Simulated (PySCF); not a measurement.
H₆N₃OTa, SMILES [NH2][Ta]([OH])([NH2])=[NH], multiplicity 1.

Geometry: PBE0-D3(BJ)/def2-SVP. The spin state was assumed, not searched. The structure was generated by enumeration; whether it is a known compound was not checked. The def2 effective core potentials stand for the cores of Ta; spin–orbit coupling is left out. One conformer was computed; it need not be the lowest.

Two levels are set side by side: TDA-PBE/def2-SVPD (PySCF) and TDA-ωB97X/def2-SVPD (PySCF). Vertical, same geometry. The lowest singlet is HOMO→LUMO 97 % with PBE and HOMO−1→LUMO+1 77 % with the other functional; states are paired by order. Differences are taken from unrounded values.

```
quantity                              TDA-ωB97X
------------------------------------  ---------
lowest singlet excitation (eV)             5.94
lowest triplet excitation (TDA) (eV)       5.26
```

What does TDA-PBE give, and how far is it from TDA-ωB97X? (The exact figures need the calculation; the answer reports its results.)


```json
[
 {"quantity": "lowest singlet excitation (eV)", "TDA-PBE": "5.00", "TDA-PBE minus TDA-ωB97X": "-0.94"},
 {"quantity": "lowest triplet excitation (TDA) (eV)", "TDA-PBE": "4.79", "TDA-PBE minus TDA-ωB97X": "-0.47"}
]
```

A lower first singlet is the usual sign of a functional without exact exchange. Differences between two approximate levels are no errors against the true value.

Rough cost on one machine, each run with all the roots and properties that it gave: TDA-ωB97X against TDA-PBE about 3 times.
